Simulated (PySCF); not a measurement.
How good is the calculation?

Bonds (- single, = double, # triple, : aromatic): C1-C2, C2=C3, C3-C4, C3-C5, C5-C6, C5=C7, C7-C8, C7-C9, C9-C2. C1 carries H10, H11, H12; C4 carries H13, H14, H15; C6 carries H16, H17, H18; C8 carries H19, H20, H21; C9 carries H22, H23.

The experiment to reproduce: δ ¹H H22/H23 2.69; H10/H11/H12/H19/H20/H21 1.88; H13/H14/H15/H16/H17/H18 1.77 ppm (measured; solution, not stated in the table (CDCl3 in this author's series); The use of chemical shift calculations in the conformational analysis of substituted benzenes, New J. Chem. 2019 (ESI)).

[PySCF 2.14.0 with density-fitted response routines: geometry: GFN2-xTB; σ from GIAO-PBE0/pcSseg-1; fast rotation and ring inversion assumed for equivalent nuclei; in vacuum; single conformer; relativity neglected]

Task: Set the calculated values beside the experiment.

Result: 
Reference values: measured (solution, not stated in the table (CDCl3 in this author's series); The use of chemical shift calculations in the conformational analysis of substituted benzenes, New J. Chem. 2019 (ESI)).
| atoms | quantity | reference | computed | computed, scaled |
| --- | --- | --- | --- | --- |
| H22/H23 | δ ¹H | 2.69 | 2.59 | 2.53 |
| H10/H11/H12/H19/H20/H21 | δ ¹H | 1.88 | 2.06 | 2.03 |
| H13/H14/H15/H16/H17/H18 | δ ¹H | 1.77 | 1.94 | 1.92 |

Computed shifts are σ(ref) − σ with the named reference compound (TMS for H and C) calculated as an isolated molecule at the same level. The measured values may be among those fitted. Scaled to experiment by linear calibration (H and C: mostly CDCl3 data, vs TMS): ¹H (scatter 0.17 ppm rms, 0.18 ppm with the 4 outliers that the fit left out). A few per cent of atoms miss by over 2 rms, more outside the fitted compound classes.

Task: How far are the unscaled ¹H shifts from the references?

Result: Mean signed difference +0.08 ppm, mean absolute 0.15 ppm over 3 comparisons; the largest is +0.18 ppm at H10/H11/H12/H19/H20/H21 (hydrogen on an allylic methyl carbon).
